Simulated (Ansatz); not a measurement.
Species: C4H5GeS (charge -1, singlet). It need not be the lowest isomer of its formula. Whether it binds its extra electron was not tested at this geometry. 
Structure (B3LYP-D3(BJ)/def2-TZVP (Ansatz, a quantum-chemistry and plane-wave program) minimum search):
```
C
C 1 1.3622
C 2 1.4413 1 108.02
C 3 1.3737 2 116.68 1 0.00
H 4 1.0824 3 127.89 2 -180.00
H 3 1.0882 4 120.07 5 0.00
S 4 1.7176 5 119.99 3 -180.00
Ge 1 1.9133 2 126.00 3 -180.00
H 8 1.5543 1 113.88 2 -60.27
H 8 1.5543 9 105.13 1 -125.33
H 8 1.5598 9 105.52 10 -111.27
```
Charge -1, spin multiplicity 1.

Basis-set convergence of Hartree-Fock and MP2 correlation energies (hartree) with Ansatz. Cores are frozen in the correlated levels unless marked. No spin-orbit coupling. Frozen are the shells of the preceding noble gas and the d and f shells that filled before the atom's block. No relativistic terms. This anion needs diffuse functions, which these sets lack.

The Hartree-Fock reference is unstable (checked in the largest basis), which strains HF and MP2. 

```
basis       functions        E(HF)  E(corr, MP2)
----------  ---------  -----------  ------------
def2-SVP          131  -2626.68075      -0.75962
def2-TZVPP        284  -2627.26163      -0.94611
def2-QZVPP        537            ?             ?
```

**Question.** Complete the blanks.

**Answer.** 
- def2-QZVPP, E(HF): -2627.32277
- def2-QZVPP, E(corr, MP2): -1.01171
